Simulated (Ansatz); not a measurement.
Consider the ligand exchange at a Ge–C bond: `N#[C][Ge]([F])([F])[F]` + H₂Se → `[F][Ge]([F])([F])[SeH]` + `C#N`.

Isolated molecules relaxed with PBE0-D4/def2-TZVP in Ansatz; ΔE leaves out vibrations. CCSD(T)/CBS adds triple-zeta CCSD(T) − MP2 to the extrapolated MP2 energy (def2 sets, frozen cores). This one scheme is used for every species. Functionals use def2-TZVPP. For Ge, Se outer-core shells are correlated without core-valence functions, which leaves a few kJ/mol of doubt a bond. Scalar relativity is left out up to krypton. Each species was taken in one conformer, which may not be the lowest.

`N#[C][Ge]([F])([F])[F]`:

Cartesian coordinates in Å:
```
N 1.740 0.548 1.731
C 0.945 0.297 0.940
Ge -0.364 -0.114 -0.362
F -0.812 -1.746 -0.255
F 0.238 0.176 -1.920
F -1.747 0.839 -0.134
```

H₂Se:

Z-matrix (Å, degrees):
```
Se
H 1 1.467
H 1 1.467 2 91.2
```

`[F][Ge]([F])([F])[SeH]`:

Cartesian coordinates in Å:
```
F 1.643 -0.301 -0.795
Ge 0.048 0.206 -0.448
F -0.943 -0.875 -1.327
F -0.148 1.748 -1.157
Se -0.442 0.329 1.796
H -0.158 -1.108 1.931
```

`C#N`:

Z-matrix (Å, degrees):
```
C
N 1 1.146
H 1 1.069 2 180.0
```

```json
{"level": "r2SCAN-D4", "ΔE (kcal/mol)": "-16.9"}
{"level": "BHLYP", "ΔE (kcal/mol)": "-15.9"}
```

(1) What does CCSD(T)/CBS give? (An estimate is asked.)

Largest T1 diagnostic among the species: 0.014.

## Answers

(1) The calculation gave: -16.1 kcal/mol. The listed levels differ from it by -0.8, 0.2 kcal/mol.

At CCSD(T), def2-SVP lies +3.3 kcal/mol from the extrapolated value and def2-TZVPP +2.2 kcal/mol. Leaving LDA and LC-ωPBE aside and taking each functional with its dispersion term where it has one, the values, not all of them listed here, spread over 2.4 kcal/mol, from PBE-D4 to B97M-V.
